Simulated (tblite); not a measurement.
Compound: C₅H₁₆N₂Si.
Atom-mapped SMILES: `[CH3:1][NH:2][C@@:3]([CH3:4])([CH2:5][NH2:6])[SiH2:7][CH3:8]` (hydrogens: H9, H10, H11 on C1; H12 on N2; H13, H14, H15 on C4; H16, H17 on C5; H18, H19 on N6; H20, H21 on Si7; H22, H23, H24 on C8)

Cartesian coordinates in Å at the GFN2-xTB level; atoms count from 1:
```
atom  x, y, z in Å
C1    -2.7593   -0.0237    0.0188
N2    -1.4958    0.5964    0.3765
C3    -0.2741   -0.1860    0.1751
C4    -0.3652   -1.6102    0.7316
C5     0.0514   -0.2112   -1.3171
N6     0.5317    1.1190   -1.6508
Si7    1.1497    0.8285    0.9821
C8     2.8620    0.2631    0.4011
H9    -2.7362   -0.3305   -1.0262
H10   -3.5460    0.7225    0.1346
H11   -3.0248   -0.8990    0.6281
H12   -1.5441    0.8832    1.3485
H13   -1.0627   -2.2172    0.1545
H14    0.6096   -2.0904    0.6956
H15   -0.6965   -1.5885    1.7687
H16   -0.8120   -0.5286   -1.9227
H17    0.8612   -0.9229   -1.4963
H18   -0.2217    1.7793   -1.4909
H19    0.8078    1.1807   -2.6261
H20    0.9464    2.2664    0.8249
H21    1.0531    0.5313    2.4311
H22    3.0007   -0.8055    0.5342
H23    3.0221    0.4969   -0.6448
H24    3.6310    0.7662    0.9770
```

Calculated harmonic vibrations of the isolated species, GFN2-xTB (tblite), most abundant isotopes, no scaling. Errors from tens to a few hundred cm⁻¹ against measured bands are possible. Modes of hydrogen on silicon can be 10 to 20 % off. One conformer, not necessarily the lowest.

Harmonic wavenumbers (cm⁻¹): 72.6, 95.8, 116.0, 118.3, 133.6, 174.1, 210.4, 224.7, 254.6, 287.3, 330.9, 351.9, 388.0, 417.6, 465.0, 516.7, 600.3, 645.3, 697.9, 773.0, 785.8, 809.3, 829.5, 852.4, 858.9, 928.5, 945.8, 1016.8, 1045.9, 1090.9, 1105.6, 1111.8, 1125.7, 1154.6, 1191.6, 1227.7, 1260.6, 1349.4, 1364.2, 1401.9, 1412.3, 1422.2, 1483.8, 1490.5, 1493.7, 1496.3, 1505.3, 1508.0, 1520.0, 1541.6, 2107.5, 2282.3, 2839.1, 2870.4, 2966.2, 2996.6, 2998.6, 3012.7, 3013.9, 3030.7, 3038.6, 3057.4, 3067.7, 3365.2, 3376.0, 3414.2.

A = 2367, B = 1196, C = 1063 MHz; mass 132.108 u (most abundant isotopes); point group C1, symmetry number 1.

**Question.** Zero-point energy?

**Answer.** ½Σν̃ = 45321 cm⁻¹ = 129.58 kcal/mol.

**Question.** What is S at 298.15 K and 1 bar for an ideal gas of classical rigid rotors and harmonic oscillators?

**Answer.** Translation 40.57, rotation 29.06, vibration 35.34: S = 105.0 cal/(mol K).

**Question.** And Cp and H(298.15 K) − H(0)?

**Answer.** Cp = 46.45 cal/(mol K), of which vibrations give 38.50 (their classical limit is 66 R = 131.2); H(298.15 K) − H(0) = 8.18 kcal/mol without the zero-point energy, 5.81 from vibrations.

**Question.** Blend soft modes into free rotors: weight 1/[1 + (100 cm⁻¹/ν̃)⁴] for the oscillator and the rest for a rotor with moment μB/(μ + B), μ = h/(8π²ν), B = 10⁻⁴⁴ kg m². What vibrational entropy results?

**Answer.** 33.91 cal/(mol K) in place of 35.34, which changes −T·S at 298.15 K by +0.42 kcal/mol.

**Question.** Which modes carry the vibrational entropy at 298.15 K?

**Answer.** 72.6 cm⁻¹: 4.08; 95.8 cm⁻¹: 3.54; 116.0 cm⁻¹: 3.17; 118.3 cm⁻¹: 3.13; 133.6 cm⁻¹: 2.89; 174.1 cm⁻¹: 2.39 cal/(mol K); the other 60 give 16.14 together.

Hindered rotation and anharmonicity are outside this model. Other conformers, if any are populated, would add a mixing term that is left out. The structure is chiral; the term R ln 2 for an equal mix with its mirror image is left out.

The run took 2.0 s wall on one thread of an Arm Neoverse N1, shared host with 64 logical CPUs at a one-minute load of 61. This covers the Hessian and the dipole derivatives.
